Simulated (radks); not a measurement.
Problem. These are the eigenvalues of the occupied orbitals of an atom or ion with whole-number occupations (eV). Method: Dirac Kohn-Sham, BLYP, spin-unpolarised, spherical densities, finite nucleus; Fermi nuclear charge, rms radius of each element as measured or else 0.836 A^(1/3) + 0.57 fm; computed with a radial shooting solver on a logarithmic mesh with Libxc functionals.

orbital  eigenvalue
1s1/2     -2727.593

Which element is it, and in what charge state? The configuration may be excited. Open shells, if any, fill j = l - 1/2 first.

Solution. Z = 15, phosphorus, charge +13: P13+ in [He]. The 1s level, -100.24 hartree, gives Z - s = 14.2 by -(Z - s)^2/2, which with screening and relativity narrows Z to a few neighbours, and the depths must fix Z and the occupations together.
